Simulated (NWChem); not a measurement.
Species: SiH₄Se₂; SMILES [SiH3][Se][SeH]

```xyz
7

Se     0.9047     0.5862     0.0078
Se    -0.2314    -1.4695     0.0806
H     -0.3270    -1.6443    -1.3818
Si    -0.9879     1.8817    -0.0104
H     -1.8135     1.6249     1.2043
H     -1.7949     1.6117    -1.2361
H     -0.5093     3.2980    -0.0177
```
Atoms are numbered in this order, from 1.

Level: PBE0/def2-SVP (NWChem), optimised geometry, unscaled harmonic frequencies. This build's default masses of Se (78.918 u) and Br (79.917 u) are each other's, which moves their modes by up to 0.6 %.

| frequency (cm⁻¹) | IR intensity (km/mol) |
|---|---|
| 98 | 0.3 |
| 151 | 0.2 |
| 236 | 8.7 |
| 292 | 0.1 |
| 392 | 13.7 |
| 588 | 9.0 |
| 592 | 11.3 |
| 738 | 6.6 |
| 899 | 337.5 |
| 921 | 45.2 |
| 942 | 46.2 |
| 2228 | 95.5 |
| 2244 | 75.0 |
| 2252 | 79.0 |
| 2422 | 10.9 |

```json
{
 "zero_point_energy": "21.4 kcal/mol",
 "thermal correction to the enthalpy at 298.15 K (with zero-point energy)": "25.8 kcal/mol",
 "heat capacity Cv": "19.1 cal/(mol K)",
 "entropy at 298.15 K and 1 atm (symmetry number 1)": "81.6 cal/(mol K)",
 "dipole_moment": "1.12 D"
}
```

Rigid rotor and harmonic oscillator; modes under 100 cm⁻¹ make the entropy uncertain.
